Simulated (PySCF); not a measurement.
A species of formula C5H13O4P has this rotational fingerprint, computed with PBE0/pcSseg-1 in PySCF (dipole) on a GFN2-xTB geometry, gas phase:

| Quantity | Value |
| --- | --- |
| Rotational constants | A = 1747, B = 782.1, C = 652.9 MHz |
| Dipole components | \|μa\| = 0.82 D, \|μb\| = 0.02 D, \|μc\| = 2.95 D |
| Inertial defect | -161.49 u·Å² |
| κ | -0.76 |

**Question.** Which candidate fits, each taken in the one conformer that was computed?
A. `[CH3:1][CH2:2][O:3][P:4](=[O:5])([O:6][CH3:7])[O:8][CH2:9][CH3:10]` with C1–C2–O3–P4 -140°, C2–O3–P4–O5 38°, O3–P4–O6–C7 169°, O3–P4–O8–C9 -94°, P4–O8–C9–C10 78°
B. `[CH3:1][CH2:2][CH2:3][O:4][P:5](=[O:6])([O:7][CH3:8])[O:9][CH3:10]` with C1–C2–C3–O4 65°, C2–C3–O4–P5 -154°, C3–O4–P5–O6 177°, O4–P5–O7–C8 -164°, O4–P5–O9–C10 96°
C. `[CH3:1][O:2][P:3](=[O:4])([O:5][CH3:6])[O:7][CH:8]([CH3:9])[CH3:10]` with C1–O2–P3–O4 43°, O2–P3–O5–C6 169°, O2–P3–O7–C8 -91°, P3–O7–C8–C9 -144°

**Answer.** B. It is CCCOP(=O)(OC)OC, an asymmetric top, point group C1. The candidates at the same level (rigid rotor, commonest isotopes):

```json
{"SMILES": "CCCOP(=O)(OC)OC", "A (MHz)": "1747", "B (MHz)": "782.1", "C (MHz)": "652.9", "μa (D)": "0.82", "μb (D)": "0.02", "μc (D)": "2.95", "Δ (u·Å²)": "-161.49", "point group": "C1", "rotor": "asymmetric top"}
{"SMILES": "CCOP(=O)(OC)OCC", "A (MHz)": "1252", "B (MHz)": "1062", "C (MHz)": "672.5", "μa (D)": "0.26", "μb (D)": "0.20", "μc (D)": "0.40", "Δ (u·Å²)": "-128.09", "point group": "C1", "rotor": "asymmetric top"}
{"SMILES": "COP(=O)(OC)OC(C)C", "A (MHz)": "1571", "B (MHz)": "911.6", "C (MHz)": "679.6", "μa (D)": "0.21", "μb (D)": "0.12", "μc (D)": "0.53", "Δ (u·Å²)": "-132.45", "point group": "C1", "rotor": "asymmetric top"}
```

`CCOP(=O)(OC)OCC` has B 36 % too high; `COP(=O)(OC)OC(C)C` has B 17 % too high. No structure here is proved a minimum.
